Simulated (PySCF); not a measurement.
PySCF job for C₂H₆N, SMILES CN[CH2], multiplicity 2, ωB97X-D3(BJ)/def2-TZVP. 

```python
import numpy as np
from pyscf import gto, scf, dft
from pyscf.geomopt import geometric_solver

mol = gto.M(
    atom='''
    C     1.19762518   -0.35638365   -0.27213286
    N     0.15849780    0.39230286    0.26560783
    C    -1.19687320   -0.02088204    0.00428644
    H     1.04452253   -0.72629284   -1.26905343
    H     2.18833637   -0.06089870    0.01699324
    H     0.31768792    0.66756519    1.22662217
    H    -1.48182233   -0.93458791    0.54358869
    H    -1.30501681   -0.20845237   -1.06338476
    H    -1.87770408    0.78014082    0.29305777
    ''',
    basis='def2-TZVP',
    charge=0,
    spin=1,
    max_memory=1600,
    verbose=3,
)
mf = dft.UKS(mol, xc='wb97x-d3bj').density_fit(auxbasis='def2-universal-jkfit')
mf.grids.level = 3
mf.conv_tol = 1e-9
mf.max_cycle = 100
mf.kernel()
fine, coarse = mf.grids, dft.Grids(mol).set(level=1).build(with_non0tab=True)
for _ in range(3):  # follow internal instabilities
    mf.grids = coarse
    mo, _, stable, _ = mf.stability(return_status=True, nroots=4)
    mf.grids = fine
    if stable:
        break
    mf.kernel(mf.make_rdm1(mo, mf.mo_occ))
grad = mf.nuc_grad_method()
grad.grid_response = mol.nao <= 150
conv, mol_eq = geometric_solver.kernel(grad, convergence_set='GAU_TIGHT', maxsteps=100)
print(mol_eq.tostring(format='xyz'))
mf.reset(mol_eq)
mf.kernel()
```

Log of the run:

```

WARN: HOMO -0.100081014273385 >= LUMO -0.100081014273385

converged SCF energy = -134.621173422325  <S^2> = 0.7537906  2S+1 = 2.003787
<class 'pyscf.df.df_jk.DFUKS'> wavefunction is stable in the internal stability analysis
[banner and settings of the optimiser left out]
Geometry optimization cycle 1
Cartesian coordinates (Angstrom)
 Atom        New coordinates             dX        dY        dZ
   C   1.197625  -0.356384  -0.272133    0.000000  0.000000  0.000000
   N   0.158498   0.392303   0.265608    0.000000  0.000000  0.000000
   C  -1.196873  -0.020882   0.004286    0.000000  0.000000  0.000000
   H   1.044523  -0.726293  -1.269053    0.000000  0.000000  0.000000
   H   2.188336  -0.060899   0.016993    0.000000  0.000000  0.000000
   H   0.317688   0.667565   1.226622    0.000000  0.000000  0.000000
   H  -1.481822  -0.934588   0.543589    0.000000  0.000000  0.000000
   H  -1.305017  -0.208452  -1.063385    0.000000  0.000000  0.000000
   H  -1.877704   0.780141   0.293058    0.000000  0.000000  0.000000

WARN: Mole.unit (angstrom) is changed to Bohr

converged SCF energy = -134.621173422344  <S^2> = 0.7537905  2S+1 = 2.0037869
--------------- DFUKS_Scanner gradients ---------------
         x                y                z
0 C     0.0068932598    -0.0039641088    -0.0042410581
1 N    -0.0091209318     0.0013009871    -0.0042694985
2 C     0.0040062623     0.0011259952    -0.0015238246
3 H     0.0012214786     0.0032390581     0.0064131179
4 H    -0.0067729564    -0.0009248329    -0.0023358485
5 H     0.0006316936    -0.0006600554     0.0027099384
6 H    -0.0004180921     0.0005899318     0.0005523691
7 H     0.0014699665    -0.0002854440     0.0017802224
8 H     0.0020893232    -0.0004215260     0.0009145758
----------------------------------------------
cycle 1: E = -134.621173422  dE = -134.621  norm(grad) = 0.0181401
Step    0 : Gradient = 6.047e-03/1.015e-02 (rms/max) Energy = -134.6211734223
Hessian Eigenvalues: 2.30000e-02 2.30000e-02 3.28881e-02 ... 3.94694e-01 4.55971e-01 4.74830e-01

Geometry optimization cycle 2
Cartesian coordinates (Angstrom)
 Atom        New coordinates             dX        dY        dZ
   C   1.200581  -0.346835  -0.273307    0.002956  0.009549 -0.001174
   N   0.163896   0.397155   0.270008    0.005399  0.004852  0.004400
   C  -1.200524  -0.018927   0.006048   -0.003651  0.001956  0.001761
   H   1.040541  -0.740052  -1.271523   -0.003981 -0.013759 -0.002469
   H   2.205593  -0.071536   0.024543    0.017257 -0.010637  0.007549
   H   0.324138   0.680741   1.225368    0.006450  0.013176 -0.001254
   H  -1.476453  -0.942178   0.534019    0.005369 -0.007590 -0.009570
   H  -1.316076  -0.197452  -1.065247   -0.011059  0.011001 -0.001862
   H  -1.896443   0.771594   0.295677   -0.018739 -0.008546  0.002619
converged SCF energy = -134.621513153001  <S^2> = 0.75384415  2S+1 = 2.0038405
--------------- DFUKS_Scanner gradients ---------------
         x                y                z
0 C     0.0008560795    -0.0007454262     0.0003574160
1 N    -0.0014128720     0.0013414773    -0.0001330327
2 C     0.0005507939     0.0006725878    -0.0004922182
3 H    -0.0000082465    -0.0001465261    -0.0006025138
4 H     0.0006378859     0.0002723000    -0.0000618449
5 H     0.0005298285    -0.0008066315     0.0005030938
6 H    -0.0004909079     0.0000476139     0.0002996598
7 H    -0.0001429685    -0.0004984520     0.0001636008
8 H    -0.0005195924    -0.0001369444    -0.0000341644
----------------------------------------------
cycle 2: E = -134.621513153  dE = -0.000339731  norm(grad) = 0.0030332
Step    1 : Displace = 1.470e-02/2.162e-02 (rms/max) Trust = 1.000e-01 (=) Grad = 1.011e-03/1.953e-03 (rms/max) E (change) = -134.6215131530 (-3.397e-04) Quality = 1.002
Hessian Eigenvalues: 2.13033e-02 2.30001e-02 3.19598e-02 ... 4.15253e-01 4.53679e-01 4.84702e-01

Geometry optimization cycle 3
Cartesian coordinates (Angstrom)
 Atom        New coordinates             dX        dY        dZ
   C   1.198214  -0.345833  -0.273094   -0.002368  0.001002  0.000213
   N   0.164073   0.398323   0.269948    0.000177  0.001169 -0.000060
   C  -1.199539  -0.020288   0.006154    0.000986 -0.001361  0.000107
   H   1.036273  -0.744987  -1.268471   -0.004269 -0.004935  0.003052
   H   2.203888  -0.075377   0.026157   -0.001705 -0.003841  0.001614
   H   0.322352   0.690288   1.222478   -0.001785  0.009547 -0.002890
   H  -1.469980  -0.948208   0.528022    0.006473 -0.006030 -0.005997
   H  -1.315240  -0.189929  -1.066867    0.000837  0.007522 -0.001620
   H  -1.894789   0.768522   0.301258    0.001655 -0.003072  0.005582
converged SCF energy = -134.621549790075  <S^2> = 0.75384176  2S+1 = 2.0038381
--------------- DFUKS_Scanner gradients ---------------
         x                y                z
0 C    -0.0003832680    -0.0000998773     0.0002338930
1 N    -0.0001374019     0.0009062044     0.0002154685
2 C     0.0001986398    -0.0000211070    -0.0000788658
[...]

Geometry optimization cycle 18
Cartesian coordinates (Angstrom)
 Atom        New coordinates             dX        dY        dZ
   C   1.200422  -0.368216  -0.239506   -0.000335  0.007034 -0.011127
   N   0.164051   0.399436   0.261529   -0.000020  0.002859 -0.004169
   C  -1.198922  -0.009074  -0.015812   -0.000353 -0.006550  0.009889
   H   1.047355  -0.808519  -1.217710   -0.005570  0.005599 -0.009685
   H   2.203149  -0.096651   0.064909    0.000787  0.011935 -0.019114
   H   0.308929   0.738023   1.200239    0.006476  0.006257 -0.006381
   H  -1.456357  -0.972742   0.444167    0.009894 -0.006172  0.016397
   H  -1.330489  -0.102566  -1.096766   -0.009407 -0.011872  0.011416
   H  -1.892837   0.752671   0.344507   -0.001506 -0.009002  0.012808
converged SCF energy = -134.621642704316  <S^2> = 0.75382245  2S+1 = 2.0038188
--------------- DFUKS_Scanner gradients ---------------
         x                y                z
0 C     0.0001162949    -0.0000318833    -0.0000423982
1 N    -0.0001328425    -0.0000314465    -0.0000199976
2 C     0.0000947095     0.0000850382    -0.0000304064
3 H    -0.0000243741    -0.0000195604     0.0000157589
4 H     0.0000008026     0.0000229764    -0.0000035585
5 H     0.0000181910     0.0000157500     0.0000577468
6 H    -0.0000325351    -0.0000218521     0.0000114669
7 H    -0.0000095876    -0.0000101165    -0.0000053159
8 H    -0.0000306538    -0.0000089055     0.0000167093
----------------------------------------------
cycle 18: E = -134.621642704  dE = -4.76695e-07  norm(grad) = 0.000247727
Step   17 : Displace = 1.522e-03/2.987e-03 (rms/max) Trust = 1.500e-03 (-) Grad = 8.277e-05/1.378e-04 (rms/max) E (change) = -134.6216427043 (-4.767e-07) Quality = 1.072
Hessian Eigenvalues: 1.37741e-04 3.09599e-03 9.81479e-03 ... 4.03674e-01 4.70243e-01 8.00994e-01

Geometry optimization cycle 19
Cartesian coordinates (Angstrom)
 Atom        New coordinates             dX        dY        dZ
   C   1.199617  -0.356968  -0.257279   -0.000805  0.011248 -0.017772
   N   0.163883   0.404012   0.254830   -0.000168  0.004576 -0.006699
   C  -1.199169  -0.019482   0.000044   -0.000248 -0.010408  0.015856
   H   1.038103  -0.800105  -1.232876   -0.009252  0.008413 -0.015166
   H   2.203988  -0.077286   0.034058    0.000839  0.019365 -0.030851
   H   0.319127   0.747988   1.189839    0.010198  0.009965 -0.010399
   H  -1.440165  -0.982472   0.469983    0.016192 -0.009731  0.025816
   H  -1.345220  -0.121366  -1.078263   -0.014731 -0.018800  0.018503
   H  -1.894919   0.738186   0.365270   -0.002082 -0.014485  0.020764
converged SCF energy = -134.621642621601  <S^2> = 0.7538216  2S+1 = 2.003818
--------------- DFUKS_Scanner gradients ---------------
         x                y                z
0 C    -0.0000256872     0.0000053686     0.0000079456
1 N     0.0000479366     0.0000151228     0.0000036943
2 C    -0.0000463744    -0.0000382001     0.0000116392
3 H     0.0000049122     0.0000089907    -0.0000035259
4 H    -0.0000037201    -0.0000071451     0.0000012756
5 H    -0.0000064040    -0.0000004815    -0.0000147842
6 H     0.0000115955     0.0000081113    -0.0000035934
7 H     0.0000055051     0.0000042491     0.0000022459
8 H     0.0000122309     0.0000039816    -0.0000048956
----------------------------------------------
cycle 19: E = -134.621642622  dE = 8.27149e-08  norm(grad) = 8.90902e-05
Step   18 : Displace = 2.180e-03/4.243e-03 (rms/max) Trust = 2.121e-03 (+) Grad = 2.940e-05/5.970e-05 (rms/max) E (change) = -134.6216426216 (+8.271e-08) Quality = -0.237
Hessian Eigenvalues: 2.03406e-04 3.09542e-03 9.86718e-03 ... 4.04943e-01 4.70242e-01 8.01934e-01

Geometry optimization cycle 20
Cartesian coordinates (Angstrom)
 Atom        New coordinates             dX        dY        dZ
   C   1.199845  -0.359757  -0.252842    0.000228 -0.002789  0.004437
   N   0.163937   0.402884   0.256500    0.000054 -0.001128  0.001670
   C  -1.199132  -0.016882  -0.003919    0.000037  0.002600 -0.003963
   H   1.040451  -0.802202  -1.229095    0.002348 -0.002097  0.003781
   H   2.203830  -0.082098   0.041760   -0.000158 -0.004812  0.007702
   H   0.316606   0.745468   1.192461   -0.002521 -0.002519  0.002621
   H  -1.444239  -0.980061   0.463566   -0.004074  0.002411 -0.006417
   H  -1.341593  -0.116676  -1.082909    0.003627  0.004690 -0.004646
   H  -1.894446   0.741795   0.360072    0.000473  0.003609 -0.005198
converged SCF energy = -134.621642723482  <S^2> = 0.75382183  2S+1 = 2.0038182
--------------- DFUKS_Scanner gradients ---------------
         x                y                z
0 C     0.0000038013    -0.0000011791    -0.0000027818
1 N     0.0000008651     0.0000020331    -0.0000010639
2 C    -0.0000042099    -0.0000034785     0.0000014238
3 H    -0.0000007159     0.0000006677     0.0000002409
4 H    -0.0000010776    -0.0000000350     0.0000001366
5 H    -0.0000001234     0.0000015397     0.0000008973
6 H     0.0000010977     0.0000001749     0.0000007417
7 H     0.0000002478    -0.0000000485    -0.0000000562
8 H     0.0000001105     0.0000003303     0.0000004649
----------------------------------------------
cycle 20: E = -134.621642723  dE = -1.01881e-07  norm(grad) = 8.30793e-06
Step   19 : Displace = 5.453e-04/1.069e-03 (rms/max) Trust = 1.060e-03 (-) Grad = 2.415e-06/4.671e-06 (rms/max) E (change) = -134.6216427235 (-1.019e-07) Quality = 3.832
Hessian Eigenvalues: 1.99014e-04 3.09777e-03 9.81341e-03 ... 4.03961e-01 4.70239e-01 8.07258e-01

Geometry optimization cycle 21
Cartesian coordinates (Angstrom)
 Atom        New coordinates             dX        dY        dZ
   C   1.199850  -0.359855  -0.252681    0.000005 -0.000098  0.000161
   N   0.163938   0.402844   0.256563    0.000002 -0.000040  0.000063
   C  -1.199128  -0.016787  -0.004061    0.000004  0.000095 -0.000142
   H   1.040535  -0.802279  -1.228957    0.000084 -0.000076  0.000138
   H   2.203823  -0.082265   0.042031   -0.000007 -0.000166  0.000271
   H   0.316516   0.745361   1.192563   -0.000090 -0.000108  0.000102
   H  -1.444393  -0.979968   0.463338   -0.000155  0.000093 -0.000227
   H  -1.341454  -0.116514  -1.083075    0.000139  0.000162 -0.000166
   H  -1.894427   0.741931   0.359873    0.000019  0.000136 -0.000199
converged SCF energy = -134.621642726187  <S^2> = 0.75382179  2S+1 = 2.0038181
--------------- DFUKS_Scanner gradients ---------------
         x                y                z
0 C     0.0000006220     0.0000004557    -0.0000012139
1 N    -0.0000005568     0.0000009036    -0.0000012232
2 C     0.0000001330    -0.0000013074     0.0000016233
3 H    -0.0000003304    -0.0000000745     0.0000000033
4 H     0.0000000670     0.0000004984    -0.0000001233
5 H     0.0000002107     0.0000001499    -0.0000000723
6 H    -0.0000000919     0.0000000207     0.0000003523
7 H    -0.0000000271    -0.0000003326     0.0000004359
8 H    -0.0000000264    -0.0000003122     0.0000002195
----------------------------------------------
cycle 21: E = -134.621642726  dE = -2.70441e-09  norm(grad) = 3.17621e-06
Step   20 : Displace = 2.246e-05/4.392e-05 (rms/max) Trust = 1.500e-03 (+) Grad = 3.800e-07/7.390e-07 (rms/max) E (change) = -134.6216427262 (-2.704e-09) Quality = 31.415
Hessian Eigenvalues: 1.99014e-04 3.09777e-03 9.81341e-03 ... 4.03961e-01 4.70239e-01 8.07258e-01
Converged! =D

9
XYZ from PySCF
C           1.19985047       -0.35985461       -0.25268146
N           0.16393827        0.40284422        0.25656312
C          -1.19912840       -0.01678695       -0.00406144
H           1.04053477       -0.80227861       -1.22895670
H           2.20382299       -0.08226472        0.04203096
H           0.31651578        0.74536076        1.19256290
H          -1.44439349       -0.97996784        0.46333848
H          -1.34145383       -0.11651427       -1.08307452
H          -1.89442737        0.74193097        0.35987267
converged SCF energy = -134.621642726176  <S^2> = 0.7538218  2S+1 = 2.0038182
```

The run converged.

Cost: roughly 5 core-minutes.
